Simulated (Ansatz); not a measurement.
```yaml
crystal:
  periodic: [false, false, false]
  atoms:
    - {symbol: C, position_ang: [-0.786010, 1.887877, -0.371793]}
    - {symbol: C, position_ang: [0.097042, -0.645306, 1.636837]}
    - {symbol: Sn, position_ang: [3.216075, -3.765604, -0.292671]}
    - {symbol: F, position_ang: [1.545372, -3.397051, -4.236914]}
    - {symbol: H, position_ang: [-1.552342, 1.082738, -2.500498]}
    - {symbol: H, position_ang: [-2.541787, 3.224629, 0.591865]}
    - {symbol: H, position_ang: [1.064645, 3.364504, -0.801303]}
    - {symbol: H, position_ang: [-1.832562, -1.992026, 2.200282]}
    - {symbol: H, position_ang: [0.984050, 0.138602, 3.736574]}
basis:
  gaussian: {orbitals: def2-SVP}
magnetization: {spin_polarized: true, initial_magnetization: 2}
hamiltonian: {xc: {name: B3LYP}}
```

```sh
$ ansatz run in.yaml --threads 4 --pin off --events-out ev --progress --plain --max-ram 10444MiB
```

It prints (some lines left out):

```
Functional definition: B3LYP
1017 factors; integrals over basis functions are off by at most 3.9e-4 eV
mean field evaluation 1: about -10657.0273 eV, gradient 3.7e1 eV
mean field evaluation 2: about -10312.3796 eV, gradient 1.2e2 eV
mean field evaluation 4: about -10540.5286 eV, gradient 6.3e1 eV
mean field evaluation 8: about -10670.3940 eV, gradient 3.6e0 eV
mean field evaluation 16: about -10671.5674 eV, gradient 3.0e-3 eV
mean field -10671.69718608 eV, -392.1776380523 hartree, gradient 3.0e-6 eV, S^2 5.558624; 12 other end points of the search recorded, 0 dependent functions left out
reference -10671.69765782 eV, -392.1776553886 hartree; 25, 23 occupied and 68, 70 virtual orbitals, 1017 factors
Total energy: -10671.69765782 eV, -392.1776553886 hartree
```

In this input the geometry is stretched to more than twice its size. Self-consistency was reached. The result belongs to that input, not to the molecule as meant.
